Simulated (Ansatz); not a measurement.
Relaxation of CH₃Al₂O (7 atoms, charge -1, multiplicity 1), to a largest force component of 0.02 eV/Å in at most 40 steps.

Method: Ansatz, RKS BLYP-D4/6-31G*.

```xyz
7
Properties=species:S:1:pos:R:3:forces:R:3
O -0.901 -2.741 1.073 -0.51 -2.32 1.30
Al -0.569 -1.358 0.356 0.92 2.93 -1.24
C 0.604 0.479 0.512 -0.09 -0.42 0.27
Al -0.427 0.610 -1.213 -0.57 -0.38 -0.56
H 1.710 0.344 0.537 0.04 -0.05 -0.29
H 0.402 1.121 1.400 -0.24 0.13 -0.11
H -0.819 1.544 -2.665 0.46 0.11 0.63
```

Problem. Where does it end, and by what steps?

Solution. It converged. Limits of this set-up: an anion without diffuse functions, the dipole of an ion depends on the origin. After 16 steps the energy has fallen by 0.667 eV; H7 moved furthest, 0.66 Å.

```json
{"step": "0", "energy less start (eV)": "0.0000", "largest force component (eV/Å)": "2.930", "accepted": "yes"}
{"step": "1", "energy less start (eV)": "-0.2725", "largest force component (eV/Å)": "1.428", "accepted": "yes"}
{"step": "2", "energy less start (eV)": "-0.4317", "largest force component (eV/Å)": "0.719", "accepted": "yes"}
{"step": "3", "energy less start (eV)": "-0.4879", "largest force component (eV/Å)": "0.385", "accepted": "yes"}
{"step": "4", "energy less start (eV)": "-0.4802", "largest force component (eV/Å)": "0.415", "accepted": "no"}
{"step": "5", "energy less start (eV)": "-0.5088", "largest force component (eV/Å)": "0.102", "accepted": "yes"}
{"step": "6", "energy less start (eV)": "-0.5185", "largest force component (eV/Å)": "0.113", "accepted": "yes"}
{"step": "7", "energy less start (eV)": "-0.5284", "largest force component (eV/Å)": "0.252", "accepted": "yes"}
{"step": "8", "energy less start (eV)": "-0.5451", "largest force component (eV/Å)": "0.310", "accepted": "yes"}
{"step": "9", "energy less start (eV)": "-0.5882", "largest force component (eV/Å)": "0.507", "accepted": "yes"}
{"step": "10", "energy less start (eV)": "-0.6128", "largest force component (eV/Å)": "0.422", "accepted": "yes"}
{"step": "11", "energy less start (eV)": "-0.6134", "largest force component (eV/Å)": "0.698", "accepted": "yes"}
{"step": "12", "energy less start (eV)": "-0.6508", "largest force component (eV/Å)": "0.272", "accepted": "yes"}
{"step": "13", "energy less start (eV)": "-0.6569", "largest force component (eV/Å)": "0.239", "accepted": "yes"}
{"step": "14", "energy less start (eV)": "-0.6658", "largest force component (eV/Å)": "0.036", "accepted": "yes"}
{"step": "15", "energy less start (eV)": "-0.6667", "largest force component (eV/Å)": "0.029", "accepted": "yes"}
{"step": "16", "energy less start (eV)": "-0.6674", "largest force component (eV/Å)": "0.016", "accepted": "yes"}
```

```xyz
7
Properties=species:S:1:pos:R:3
O -0.948 -2.591 1.259
Al -0.400 -1.339 0.326
C 0.512 0.518 0.357
Al -0.049 0.410 -1.544
H 1.502 0.024 0.511
H 0.376 1.293 1.137
H -0.994 1.685 -2.047
```

Whether the end is a true minimum wasn't checked by a vibrational analysis.

The run took 30 s on 1 thread of AMD EPYC 7R43 64-Core Processor (Zen 3), on a shared host, peak memory 0.15 GiB.
